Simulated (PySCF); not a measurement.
Computed shifts of a molecule C4H9FSi, PBE0/pcSseg-1 run with PySCF, GIAO, gas phase, atoms alike by connectivity averaged where their shifts nearly agree, in ppm (number of nuclei): ¹³C: 174.0 (1), 130.2 (1), 14.0 (1), -5.4 (1). ¹⁹F: -123.6 (1). ²⁹Si: -45.0 (1). ¹H: 5.70 (1), 4.71 (1), 4.40 (1), 2.09 (3), 0.67 (3). References: ¹³C against TMS (σ = 186.3 ppm); ¹⁹F against CFCl3 (σ = 167.2 ppm); ²⁹Si against TMS (σ = 352.7 ppm); ¹H against TMS (σ = 31.56 ppm), references at their B3LYP-D3(BJ)/def2-TZVP geometries, non-relativistic. Coordinates come from a ωB97X-D3(BJ)/def2-SVP optimisation. The values are those of a single conformer.

Task: Pick the molecule that these values belong to.
A) CC/C=C(\F)[SiH3]
B) C/C=C(\F)[SiH2]C
C) C=C[C@H](F)[SiH2]C
D) C=C(C)C[SiH2]F

Result: B, C/C=C(\F)[SiH2]C
